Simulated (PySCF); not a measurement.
A calculated (UHF, PySCF 2.14, Sapporo-DKH3-DZP-2012, scalar relativity by spin-free X2C-1e) atom or ion has these occupied shells.

| shell | electrons | orbital energy (eV) | rms radius, mean of both spins (bohr) |
| --- | --- | --- | --- |
| 1s α | 1 | -11179.0 | 0.0542 |
| 1s β | 1 | -11178.9 | 0.0542 |
| 2s α | 1 | -1453.9 | 0.227 |
| 2s β | 1 | -1453.9 | 0.227 |
| 2p α | 3 | -1266.2 | 0.203 |
| 2p β | 3 | -1266.1 | 0.203 |
| 3s α | 1 | -201.54 | 0.668 |
| 3s β | 1 | -201.37 | 0.668 |
| 3p α | 3 | -141.88 | 0.701 |
| 3p β | 3 | -141.63 | 0.701 |
| 3d α | 5 | -43.590 | 0.816 |
| 3d β | 5 | -43.469 | 0.816 |
| 4s α | 1 | -17.476 | 2.36 |
| 4s β | 1 | -13.411 | 2.36 |
| 4p α | 2 | -7.882 | 3.09 |

Q: Name the element and its charge.

A: Ge (germanium, neutral), in [Ar] 3d10 4s2 4p2, high-spin 3P determinant.
